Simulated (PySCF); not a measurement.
Method: PySCF 2.14.0 with PBE-D3(BJ)/def2-TZVP // PBE0-D3(BJ)/def2-SVP. Gas-phase values, no solvent. One relaxed conformer stands for a flexible species; it need not be the lowest. 

Reference species (SMILES): `[CH3][GeH2][GeH2][CH3]` (C–Ge–Ge–C torsion 179°) (neutral, multiplicity 1).

| Item | Result |
|---|---|
| HOMO | -6.51 eV |
| S1 oscillator strength | 0.031 |

Changed species: `[CH3][GeH2][CH3]` (n = 1; the reference has n = 2).

Question: Give the shifts of the HOMO and S1 oscillator strength.

Answer: the HOMO falls by 0.77 eV, to -7.28 eV; the S1 oscillator strength is nearly the same.
